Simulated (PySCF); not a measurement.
Electron correlation in Os (osmium, neutral)

[Xe] 4f14 5d7 6s1, high-spin 5F determinant (an excited configuration). Computed with PySCF 2.14 in def2-TZVPPD with the def2 core potential (60 electrons), with a scalar-relativistic core potential. Frozen: nothing; 16 electrons correlated.

| level | correlation energy (mhartree) |
| --- | --- |
| CCSD | -406.41 |
| (T) | -13.57 |
| CCSD(T) | -419.98 |

Diagnostics: T1 = 0.011, D1 = 0.0439, largest double amplitude 0.025.

Spin-orbit coupling, absent here, splits the open shell strongly.

Cost of the coupled-cluster step: roughly 28 core-seconds, for 16 correlated electrons.

The basis has no tight functions for the innermost shells, so their pair energies are far from complete.

This basis was not built for core-valence correlation, so the inner-shell part is incomplete.
